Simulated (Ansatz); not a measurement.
Relaxation of BBrFH5Si2 (10 atoms, charge 0, multiplicity 1), to a largest force component of 0.02 eV/Å in at most 50 steps.

The calculation used RKS PBE0-D4/def2-SVP (Ansatz 0.2.0).

```xyz
10
Properties=species:S:1:pos:R:3:forces:R:3
F 2.121 -1.591 0.324 -3.97 -0.96 -1.06
B 0.745 -1.646 -0.256 9.03 -2.80 2.44
Br -0.194 -3.417 -0.389 1.27 0.51 0.22
Si -0.086 -0.035 -0.875 -0.90 3.55 -0.70
Si -0.391 1.362 0.822 0.53 0.20 1.57
H 0.632 0.608 -1.934 0.31 -0.37 -1.50
H -0.366 -1.310 -0.406 -6.06 -0.72 -0.74
H -1.042 2.602 0.373 -0.28 0.30 -0.24
H -1.179 0.743 1.941 -0.03 0.01 -0.19
H 0.938 1.723 1.387 0.10 0.27 0.21
```

Task: Where does it end, and by what steps?

Result: It converged. The force dipped under the threshold on the way, but the program's further checks kept it going. After 32 steps the energy has fallen by 5.203 eV; H7 moved furthest, 1.58 Å. The start is strongly strained (largest force component 9 eV/Å), so its close contacts needn't be bonds. Parted: B2–H7 (1.17 → 2.88 Å).

| step | energy less start (eV) | largest force component (eV/Å) | accepted |
| --- | --- | --- | --- |
| 0 | 0.0000 | 9.034 | yes |
| 2 | -2.9205 | 2.671 | yes |
| 4 | -4.2967 | 1.299 | yes |
| 6 | -4.9566 | 0.612 | yes |
| 8 | -5.1500 | 0.260 | yes |
| 10 | -5.1660 | 0.200 | yes |
| 12 | -5.1710 | 0.080 | yes |
| 14 | -5.1720 | 0.259 | yes |
| 16 | -5.1794 | 0.070 | yes |
| 18 | -5.1825 | 0.108 | yes |
| 20 | -5.1845 | 0.616 | no |
| 22 | -5.1891 | 0.212 | yes |
| 24 | -5.1952 | 0.138 | yes |
| 26 | -5.1989 | 0.176 | yes |
| 28 | -5.2012 | 0.060 | yes |
| 30 | -5.2020 | 0.140 | yes |
| 32 | -5.2026 | 0.004 | yes |

```xyz
10
Properties=species:S:1:pos:R:3
F 2.325 -1.967 -0.476
B 1.055 -1.740 -0.220
Br 0.159 -2.984 0.937
Si 0.038 -0.127 -0.900
Si -0.416 1.235 0.961
H 0.814 0.634 -1.928
H -1.262 -0.578 -1.487
H -1.181 2.451 0.548
H -1.220 0.457 1.951
H 0.866 1.661 1.602
```

Whether the end is a true minimum wasn't checked by a vibrational analysis.

Run time: 100 s on 2 threads of Intel(R) Xeon(R) Platinum 8488C (Sapphire Rapids) (shared host), peak memory 0.33 GiB.
